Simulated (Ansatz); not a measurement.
**Changing the shape of TiH, quartet**

Program: Ansatz, Gaussian basis, development build. Basis def2-SVP, nonrelativistic, 5 orbitals frozen in the corrections; active space CAS(5,5). Restricted Hartree–Fock, then the lowest state-specific CASSCF solution met for each case. Small basis; these aren't basis-limit values. On stretched bonds single-reference methods can fail or change state. Unlike active orbitals can shift such differences by tenths of an eV, at times by over 1 eV.

Case A: bond length 1.7800 Å.

Case B: bond length 5.3400 Å. A bond is stretched, to 2.80 times the sum of the covalent radii.

Case C: bond length 2.6700 Å. A bond is stretched, to 1.40 times the sum of the covalent radii.

Energy less that of case A, in eV:

| case | RHF/ROHF | CASSCF |
| --- | --- | --- |
| B | +1.554 | +1.684 |
| C | +1.160 | +0.921 |

Task: Give the SC-NEVPT2 energies against case A.

Result: B: +1.820 eV (42.0 kcal/mol); C: +1.154 eV (26.6 kcal/mol).

Task: Which case is lowest, and do the methods agree?

Result: A is lowest in SC-NEVPT2. Of the methods shown, RHF/ROHF, CASSCF agree.
